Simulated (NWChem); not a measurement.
All runs are NWChem calculations. System: C$_{2}$H$_{5}$ClOSi, charge 0, spin multiplicity 1, at a geometry optimised with B3LYP/def2-SVP. The structure started from a generated list of species. Level: PBE/def2-TZVP.

NWChem printed:

```
             Northwest Computational Chemistry Package (NWChem) 7.3.0
             --------------------------------------------------------

                                NWChem Input Module
                                -------------------

 Scaling coordinates for geometry "geometry" by  1.889725989
 (inverse scale =  0.529177249)

                             Geometry "geometry" -> ""
                             -------------------------

 Output coordinates in angstroms (scale by  1.889725989 to convert to a.u.)

  No.       Tag          Charge          X              Y              Z
 ---- ---------------- ---------- -------------- -------------- --------------
    1 C                    6.0000     1.59094900    -0.88708300    -0.74923500
    2 Si                  14.0000     0.19562600     0.29305000    -0.35243800
    3 Cl                  17.0000     0.39502400     1.10878300     1.56112900
    4 C                    6.0000    -1.48298000    -0.66695100    -0.43184300
    5 O                    8.0000    -1.69747100    -1.38575500    -1.38254600
    6 H                    1.0000     1.71290200    -1.63606500     0.04853100
    7 H                    1.0000     1.34934800    -1.41395000    -1.68697700
    8 H                    1.0000     2.54512600    -0.35335500    -0.87756900
    9 H                    1.0000     0.12089400     1.41523800    -1.32799700
   10 H                    1.0000    -2.25048000    -0.55363600     0.38578200

 Effective nuclear repulsion energy (a.u.)     268.4759727465

            Nuclear Dipole moment (a.u.)
            ----------------------------
        X                 Y               Z
 ---------------- ---------------- ----------------
     0.0000151178    -0.0000018897    -0.0000094486


 Summary of "ao basis" -> "" (spherical)
 ------------------------------------------------------------------------------
       Tag                 Description            Shells   Functions and Types
 ---------------- ------------------------------  ------  ---------------------
 *                         def2-tzvp                  on all atoms

  pbe96 is a nonlocal functional; adding pw91lda local functional.

                                 NWChem DFT Module
                                 -----------------

 Summary of "ao basis" -> "ao basis" (spherical)
 ------------------------------------------------------------------------------
       Tag                 Description            Shells   Functions and Types
[...]
 Vector   27  Occ=2.000000D+00  E=-2.807347D-01
              MO Center=  5.3D-01,  7.1D-01,  6.5D-01, r^2= 3.5D+00
   Bfn.  Coefficient  Atom+Function         Bfn.  Coefficient  Atom+Function
  ----- ------------  ---------------      ----- ------------  ---------------
    84      0.363767   3 Cl py               87      0.239465   3 Cl py
    83     -0.220377   3 Cl px               81      0.172965   3 Cl py
    86     -0.147411   3 Cl px               75     -0.141918   3 Cl py
   187     -0.135044   9 H  s               188     -0.128782   9 H  s
     7      0.120308   1 C  py               85     -0.118201   3 Cl pz

 Vector   28  Occ=2.000000D+00  E=-2.126260D-01
              MO Center= -1.4D+00, -8.2D-01, -7.5D-01, r^2= 2.8D+00
   Bfn.  Coefficient  Atom+Function         Bfn.  Coefficient  Atom+Function
  ----- ------------  ---------------      ----- ------------  ---------------
   142      0.349991   5 O  px              145      0.285803   5 O  px
   194      0.239654  10 H  s               148      0.230545   5 O  px
    46      0.189976   2 Si px              193      0.178672  10 H  s
    35     -0.152118   2 Si s                36     -0.146223   2 Si s
   111     -0.133959   4 C  px              144     -0.128688   5 O  pz

 Vector   29  Occ=0.000000D+00  E=-1.114316D-01
              MO Center= -1.3D+00, -7.0D-01, -6.4D-01, r^2= 2.3D+00
   Bfn.  Coefficient  Atom+Function         Bfn.  Coefficient  Atom+Function
  ----- ------------  ---------------      ----- ------------  ---------------
     5      0.350777   1 C  s               115      0.260935   4 C  py
   112      0.250875   4 C  py              143     -0.244465   5 O  py
   149     -0.236470   5 O  py              118      0.232211   4 C  py
   188     -0.198183   9 H  s               146     -0.196217   5 O  py
    49     -0.177387   2 Si px              116     -0.165666   4 C  pz

 Vector   30  Occ=0.000000D+00  E=-2.153153D-02
              MO Center=  1.8D-01,  4.7D-01, -1.6D-01, r^2= 4.4D+00
   Bfn.  Coefficient  Atom+Function         Bfn.  Coefficient  Atom+Function
  ----- ------------  ---------------      ----- ------------  ---------------
    50      0.617841   2 Si py               51      0.615130   2 Si pz
    73     -0.507385   3 Cl s                 5      0.422993   1 C  s
    88      0.400181   3 Cl pz               48      0.380018   2 Si pz
    35      0.286955   2 Si s                47      0.282307   2 Si py
   110      0.269694   4 C  s               170     -0.221749   6 H  s

 Vector   31  Occ=0.000000D+00  E= 6.970512D-03
              MO Center=  8.3D-01,  1.6D-01, -5.1D-01, r^2= 6.3D+00
   Bfn.  Coefficient  Atom+Function         Bfn.  Coefficient  Atom+Function
  ----- ------------  ---------------      ----- ------------  ---------------
     5      3.110759   1 C  s                49     -1.551138   2 Si px
   110     -1.095698   4 C  s                36     -0.904830   2 Si s
   170     -0.907630   6 H  s               176     -0.753099   7 H  s
   182     -0.673541   8 H  s                46     -0.403047   2 Si px
    51      0.326636   2 Si pz               13      0.304043   1 C  py

 center of mass
 --------------
 x =  -0.05361725 y =   0.06293988 z =   0.08678311

 moments of inertia (a.u.)
 ------------------
         826.800316334132        -161.963605978336        -161.400554577387
        -161.963605978336         926.062472234546        -357.384387765351
        -161.400554577387        -357.384387765351         798.730593229219

     Multipole analysis of the density
     ---------------------------------

     L   x y z        total         alpha         beta         nuclear
     -   - - -        -----         -----         ----         -------
     0   0 0 0      0.000000    -28.000000    -28.000000     56.000000

     1   1 0 0      0.411833      0.205909      0.205909      0.000015
     1   0 1 0      0.029656      0.014829      0.014829     -0.000002
     1   0 0 1      0.026102      0.013055      0.013055     -0.000009

     2   2 0 0    -32.704288   -143.006348   -143.006348    253.308407
     2   1 1 0     -2.332932    -37.485549    -37.485549     72.638167
     2   1 0 1     -2.901123    -36.318597    -36.318597     69.736070
     2   0 2 0    -34.884172   -110.227802   -110.227802    185.571432
     2   0 1 1     -2.624011    -89.778177    -89.778177    176.932343
     2   0 0 2    -35.390229   -139.967238   -139.967238    244.544247

 Task  times  cpu:      139.5s     wall:      139.5s

 Total times  cpu:      139.5s     wall:      139.5s
```

Q: Write an NWChem input that would produce this output.

A: This is not unique; one that fits is 
```
start mol
memory heap 200 mb stack 800 mb global 1000 mb
geometry units angstroms nocenter noautoz noautosym
  C      1.590949    -0.887083    -0.749235
  Si     0.195626     0.293050    -0.352438
  Cl     0.395024     1.108783     1.561129
  C     -1.482980    -0.666951    -0.431843
  O     -1.697471    -1.385755    -1.382546
  H      1.712902    -1.636065     0.048531
  H      1.349348    -1.413950    -1.686977
  H      2.545126    -0.353355    -0.877569
  H      0.120894     1.415238    -1.327997
  H     -2.250480    -0.553636     0.385782
end
basis spherical
  * library def2-tzvp
end
dft
  xc xpbe96 cpbe96
  semidirect memsize 60000000 filesize 0
  iterations 100
end
task dft energy
```
